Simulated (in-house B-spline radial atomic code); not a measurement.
Atomic self-consistent-field run: Ne3+. Level of theory: non-relativistic CAM-B3LYP, spin-polarised, spherical fractional occupations, point nucleus; calculated with an all-electron radial atomic-structure program (B-spline basis).

Command:
```bash
python run_scf.py task.json out
```
Settings:
```
Z                10
configuration    [He] 2s2 2p3
hamiltonian      nr
method           camb3lyp
spin_polarised   True
```

Output (hartree, bohr):
```
 radial grid: 40 intervals, B-splines of order 8, outer radius 10.8108 bohr

 iter        energy (Eh)    residual
    1        -121.569794    3.36e-01
    2        -124.121023    1.35e-01
    3        -124.265933    5.36e-02
    4        -124.288247    2.16e-02
    5        -124.291904    3.74e-03
    6        -124.292132    1.99e-04
    7        -124.292132    1.33e-05
    8        -124.292132    1.36e-07
    9        -124.292132    5.00e-09

 total energy                      -124.29213
 kinetic                             124.1117
 electron-nucleus                   -281.2323
 Hartree                              43.5003
 exact exchange                       -2.5772
 exchange-correlation                 -8.0946

 orbital      occ     eigenvalue          <r>       <r^2>       <1/r>       r_max
 1s up      1.000       -34.1521     0.158223   0.0337542     9.59938      0.1029
 1s down    1.000       -34.0070     0.157541   0.0334201     9.62862      0.1028
 2s up      1.000        -4.1276     0.788847    0.738332     1.85061      0.6422
 2s down    1.000        -3.7596     0.812218    0.785777     1.78897      0.6527
 2p up      3.000        -3.2675     0.743437    0.686778     1.75188      0.5541
```

Cost of the run: 0.12 s on 1 thread of Arm Neoverse V2 (shared host).
